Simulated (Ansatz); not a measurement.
Reactions of C$_{3}$H$_{8}$O$_{2}$, SMILES `CCC(O)O`.

Calculated with Ansatz (gas phase, PBE0-D4/def2-TZVP geometries, no zero-point term in ΔE). CBS: MP2 limit from def2 TZ/QZ plus the TZ coupled-cluster correction, frozen cores. This one scheme is used for every species. Functionals use def2-TZVPP. B3LYP here is the variant with VWN-RPA as its local correlation; programs differ in this. One conformer a species, not always the lowest.

| reaction | B3LYP-D4 (kJ/mol) |
| --- | --- |
| `CCC(O)O` + `N[SiH](N)S` → `CN[SiH](N)S` + `CC(O)O` | 34 |
| `CCC(O)O` + `N[SiH3]` → `OC(O)N[SiH3]` + `CC` | 7 |
| `CCC(O)O` + H₂ → `CC(O)O` + CH₄ | -72 |
| `CCC(O)O` + H–F → `OC(O)CF` + CH₄ | 27 |
| `CCC(O)O` + H₂ → `CCCO` + H₂O | -50 |
| `CCC(O)O` → `OCCCO` | 53 |

Task: Give the CCSD(T)/CBS values in the same order. (An estimate is asked.)

Result: Computed: 40, 14, -68, 44, -56, 55 kJ/mol.

Largest T1 diagnostic: 0.011, for `OC(O)N[SiH3]`.
